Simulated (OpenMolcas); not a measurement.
## Ni2+: moving or changing the point charges

Ni2+ among 5 point charges of -2 e arranged as a trigonal bipyramid (D3h), 1.9 Å from the ion, with the axial distance 2.242 Å.

```
Program             : OpenMolcas
Method              : SS-CASPT2, IPEA 0.25 Eh, imaginary shift 0.1 Eh (closed shells correlated: 3s 3p)
Basis               : ANO-RCC-VDZP [5s4p2d1f]
Scalar Hamiltonian  : DKH2, point nucleus
Active space        : 8 electrons in 5 orbitals (3d)
State averaging     : 2S+1 = 3 even, 10 roots; 2S+1 = 1 even, 15 roots
Spin-orbit coupling : RASSI with atomic mean-field integrals over the reference wave functions
```

Runs around this geometry, states (labels of D3, the rotations of D3h). Energies in cm-1 above the lowest state or level, χT in cm3 K/mol.

```tsv
R (Å)	q (e)	Axial / equatorial distance	Ground state	First state of that spin	First gap with spin-orbit (degeneracies)	χT at 300 K	First state of another spin
1.9	-1.6	1.18	3E	3E 1480	0 (1, 1)	3.001	1A1 12880
1.9	-2	1.18	3E	3E 1830	1 (1, 1)	2.868	1A1 12870
2.08	-2	1.18	3E	3E 1120	0 (1, 1)	3.187	1A1 12720
1.9	-2	1.27	3E	3A1 1020	1 (1, 1)	3.074	1A1 12210
```

Taking the first state of the same spin as R^-n, n = -ln(1120 / 1830) / ln(2.08 / 1.9) = 5.4 between the shortest and longest distance.

Scaling the charges by -1.6 / -2 = 0.80 scales the first state of the same spin by 1480 / 1830 = 0.81; with fixed orbitals a first-order splitting would follow the charge.

Roots that are degenerate in the reference are averaged as groups; the widest CASPT2 spread within a group is 67 cm-1 (the 2-fold group of multiplicity 3 near 0 cm-1 above the lowest state of its run, R = 1.9, q = -1.6, ratio = 1.18). Shifts and gaps below about the spread of the groups concerned are not significant. An orbital doublet at a regular site is open to a Jahn-Teller distortion, which this geometry leaves out. The ground term spreads over less than 5000 cm-1, several times less than with real ligands, so orbital moments are less quenched and χT lies further from the spin-only value than at real sites. Free-ion shares, where given, are those of the reference states; single-state CASPT2 does not remix them. Point charges carry no covalency, so the field is a model and not that of real ligands. No measured value stands beside these numbers.
